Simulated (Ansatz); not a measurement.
AsH2Me (CH₅As): single points at one geometry.

```yaml
crystal:
  periodic: [false, false, false]
  atoms:
    - {symbol: As, position_ang: [0.467678, 0.784197, 0.889525]}
    - {symbol: H, position_ang: [1.736720, 0.836314, 0.047072]}
    - {symbol: H, position_ang: [-0.166470, 1.919332, 0.094490]}
    - {symbol: C, position_ang: [-0.386278, -0.673388, -0.129157]}
    - {symbol: H, position_ang: [0.110591, -1.609757, 0.125568]}
    - {symbol: H, position_ang: [-0.331832, -0.513721, -1.204021]}
    - {symbol: H, position_ang: [-1.430418, -0.742987, 0.176532]}
basis:
  gaussian: {orbitals: def2-TZVPD, initial_orbitals: start.molden}
hamiltonian: {xc: r2scan, dispersion: d4}
scf: {omitted_lower_state_checks: [starts]}
output: {orbitals: {seedname: orbitals}}
```

The file start.molden holds the orbitals of an earlier run on this structure, at another level or in another basis.

```sh
$ ansatz run in.yaml --threads 4 --pin off --events-out ev --progress --plain --max-ram 3916MiB
```

Output, abridged:

```
Functional definition: r2SCAN
836 factors; their error is unknown
mean field evaluation 1: about -61959.0815 eV, gradient 9.6e0 eV
mean field evaluation 2: about -61959.1276 eV, gradient 7.6e-2 eV
mean field evaluation 4: about -61959.1056 eV, gradient 1.8e-4 eV
mean field -61959.10556894 eV, -2276.9551322683 hartree, gradient 1.3e-5 eV, S^2 0.000000; 0 other end points of the search recorded, 0 dependent functions left out
reference -61959.10557965 eV, -2276.9551326621 hartree; 22, 22 occupied and 114, 114 virtual orbitals, 836 factors
Total energy: -61959.12698823 eV, -2276.9559194127 hartree
Checks for a lower state left out: starts
```

It took 1.6 s on 4 threads of Arm Neoverse V1 on a shared host.

First input, but with `gaussian: {orbitals: def2-SVP, initial_orbitals: start.molden}`, `hamiltonian: {xc: pbe, dispersion: d4}` (abridged; 0.35 s):

```
Functional definition: PBE
mean field -61940.37723280 eV, -2276.2668786098 hartree, gradient 5.5e-5 eV, S^2 0.000000
Total energy: -61940.47209017 eV, -2276.2703645538 hartree
Checks for a lower state left out: starts
```

The first input with `gaussian: {orbitals: 6-31G}`, `hamiltonian: {xc: {name: B3LYP}, dispersion: d4}` (abridged; 0.45 s):

```
Functional definition: B3LYP
mean field -61950.75656408 eV, -2276.6483119991 hartree, gradient 1.9e-5 eV, S^2 0.000000
Total energy: -61950.91121276 eV, -2276.6539952333 hartree
Checks for a lower state left out: starts
```

First input, but with `correlation: {method: ccsd_t}` and without the key `hamiltonian` (abridged; 8 s):

```
Functional definition: HF
mean field -61905.43737570 eV, -2274.9828625446 hartree, gradient 2.0e-6 eV, S^2 0.000000
10 core orbitals not correlated: weight in the atoms' cores, before any rotation towards them, 1.000 or more for the frozen orbitals, at most 0.000 for the correlated occupied ones
second order -12.26747605 eV of doubles, -0.00000000 eV of singles
cycle   1  -12.61887879 eV  change   -3.5e-1 eV  update   7.9e-2
cycle   2  -13.02060946 eV  change   -4.0e-1 eV  update   2.4e-2
cycle   3  -13.05270092 eV  change   -3.2e-2 eV  update   9.7e-3
cycle   4  -13.05137738 eV  change    1.3e-3 eV  update   2.8e-3
cycle   5  -13.05084482 eV  change    5.3e-4 eV  update   8.1e-4
cycle   6  -13.05052470 eV  change    3.2e-4 eV  update   2.7e-4
cycle   7  -13.05053868 eV  change   -1.4e-5 eV  update   8.6e-5
cycle   8  -13.05055506 eV  change   -1.6e-5 eV  update   3.1e-5
cycle   9  -13.05054860 eV  change    6.5e-6 eV  update   8.9e-6
perturbative correction -0.46123972 eV, -0.0169502470 hartree
Total energy: -61918.94916402 eV, -2275.4794116066 hartree
Checks for a lower state left out: starts
```

First input, but with `gaussian: {orbitals: def2-TZVP, initial_orbitals: start.molden}`, `hamiltonian: {xc: hse06, dispersion: d4}` (abridged; 0.85 s):

```
Functional definition: HSE06
mean field -61951.22264213 eV, -2276.6654400512 hartree, gradient 2.1e-5 eV, S^2 0.000000
Total energy: -61951.29505275 eV, -2276.6681010924 hartree
Checks for a lower state left out: starts
```

First input, but with `gaussian: {orbitals: def2-TZVP, initial_orbitals: start.molden}`, `correlation: {method: mp2}` and without the key `hamiltonian` (abridged; 0.45 s):

```
Functional definition: HF
mean field -61905.41525751 eV, -2274.9820497161 hartree, gradient 2.6e-6 eV, S^2 0.000000
10 core orbitals not correlated: weight in the atoms' cores, before any rotation towards them, 1.000 or more for the frozen orbitals, at most 0.000 for the correlated occupied ones
second order -12.15144613 eV of doubles, -0.00000000 eV of singles
Total energy: -61917.56670364 eV, -2275.4286071247 hartree
Checks for a lower state left out: starts
```

First input, but with `gaussian: {orbitals: def2-TZVPP, initial_orbitals: start.molden}`, `correlation: {method: ccsd_t}` and without the key `hamiltonian` (abridged; 11 s):

```
Functional definition: HF
mean field -61905.45555343 eV, -2274.9835305637 hartree, gradient 1.4e-6 eV, S^2 0.000000
10 core orbitals not correlated: weight in the atoms' cores, before any rotation towards them, 1.000 or more for the frozen orbitals, at most 0.000 for the correlated occupied ones
second order -12.57897138 eV of doubles, -0.00000000 eV of singles
cycle   1  -12.88314786 eV  change   -3.0e-1 eV  update   7.7e-2
cycle   2  -13.27721073 eV  change   -3.9e-1 eV  update   2.3e-2
cycle   3  -13.30896999 eV  change   -3.2e-2 eV  update   9.4e-3
cycle   4  -13.30732411 eV  change    1.6e-3 eV  update   2.6e-3
cycle   5  -13.30702294 eV  change    3.0e-4 eV  update   7.7e-4
cycle   6  -13.30675274 eV  change    2.7e-4 eV  update   2.5e-4
cycle   7  -13.30675478 eV  change   -2.0e-6 eV  update   7.4e-5
cycle   8  -13.30676514 eV  change   -1.0e-5 eV  update   2.4e-5
perturbative correction -0.47254989 eV, -0.0173658881 hartree
Total energy: -61919.23486846 eV, -2275.4899110512 hartree
Checks for a lower state left out: starts
```

Geometry: PBE0-D4/def2-TZVP.

The 6-31G sets use Cartesian d functions. B3LYP takes the VWN-RPA correlation. HSE06 is defined as in plane-wave codes, on full-range PBE exchange. Correlated methods freeze 10 core orbitals; core or outer-core shells of As are correlated, in sets that lack core-valence functions.
